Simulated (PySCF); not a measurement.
**MoO₂: how level, basis and relativity move the structure**

Each row is its own optimisation.

Each entry is the lowest minimum that a search over a few typed start shapes (and spin states, where more than one is plausible) found, or that minimum re-optimised at the stated level; isomers with ligand–ligand bonds, or fragments after loss of a ligand pair, can lie lower. Open shells are unrestricted; no spin–orbit coupling; PySCF with density fitting.

```json
{"level": "B3LYP/def2-TZVP (scalar-relativistic core potentials)", "2S+1": "3", "point group": "C2v", "mean bond to Mo (Å)": "1.697", "polar-tensor charge of Mo": "1.48", "dipole (D)": "4.51", "highest ω (cm⁻¹)": "1010", "lowest ω (cm⁻¹)": "308"}
{"level": "BP86/def2-TZVP (scalar-relativistic core potentials)", "2S+1": "?", "point group": "?", "mean bond to Mo (Å)": "?", "polar-tensor charge of Mo": "?", "dipole (D)": "?", "highest ω (cm⁻¹)": "?", "lowest ω (cm⁻¹)": "?"}
{"level": "PBE0/def2-TZVP (scalar-relativistic core potentials)", "2S+1": "3", "point group": "C2v", "mean bond to Mo (Å)": "1.683", "polar-tensor charge of Mo": "1.53", "dipole (D)": "4.54", "highest ω (cm⁻¹)": "1038", "lowest ω (cm⁻¹)": "311"}
```

(1) Fill in the row of BP86/def2-TZVP (scalar-relativistic core potentials).

Answers

(1) 2S+1: 3; point group: C2v; mean bond to Mo (Å): 1.705; polar-tensor charge of Mo: 1.29; dipole (D): 4.01; highest ω (cm⁻¹): 980; lowest ω (cm⁻¹): 316.

Across these levels the mean bond spreads over 0.022 Å and the highest wavenumber over 58 cm⁻¹; all give the same point group.

Levels that gave another bonding pattern or an unsound solution are left out.

Open d and f shells are single-determinant solutions and may miss the true ground state.
